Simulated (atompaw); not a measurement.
## Reading a pseudo-wave (arsenic (As))

Columns: radius, all-electron u(r) and pseudo u(r) of the 4s shell (level -14.72 eV) of arsenic in the configuration [Ar] 3d10 4s1.75 4p3.25; PBE, scalar-relativistic, PAW (atompaw) scheme, atompaw 4.2.0.5.

| r (bohr) | all-electron | pseudo |
| --- | --- | --- |
| 0.077 | 0.0937 | 0.0762 |
| 0.154 | 0.2233 | 0.1517 |
| 0.231 | 0.0304 | 0.2256 |
| 0.308 | -0.2033 | 0.2973 |
| 0.385 | -0.3453 | 0.3660 |
| 0.462 | -0.3763 | 0.4313 |
| 0.538 | -0.3218 | 0.4916 |
| 0.615 | -0.2126 | 0.5483 |
| 0.692 | -0.0762 | 0.6001 |
| 0.769 | 0.0680 | 0.6466 |
| 0.846 | 0.2076 | 0.6878 |
| 0.923 | 0.3353 | 0.7234 |
| 1.000 | 0.4472 | 0.7535 |
| 1.077 | 0.5422 | 0.7782 |
| 1.154 | 0.6201 | 0.7975 |
| 1.231 | 0.6817 | 0.8117 |
| 1.308 | 0.7287 | 0.8209 |
| 1.385 | 0.7625 | 0.8256 |
| 1.462 | 0.7848 | 0.8259 |
| 1.538 | 0.7969 | 0.8224 |
| 1.615 | 0.8007 | 0.8150 |
| 1.692 | 0.7972 | 0.8043 |
| 1.769 | 0.7875 | 0.7905 |
| 1.846 | 0.7729 | 0.7738 |
| 1.923 | 0.7542 | 0.7543 |
| 2.000 | 0.7324 | 0.7324 |

Question: How many radial nodes do the two functions have?

Answer: The all-electron 4s function has n − l − 1 = 3 (the table is too coarse to show those close to the nucleus); the pseudo-wave has 0, since the states of the same l below it are removed with the core.

Question: Where does each function peak?

Answer: Outermost all-electron maximum near 1.61 bohr, pseudo maximum near 1.46 bohr (to the table’s step).

Question: Is the pseudo-wave norm-conserving?

Answer: No, it belongs to a PAW set: the norm inside the radius is not constrained, and the difference is carried by the augmentation charge.
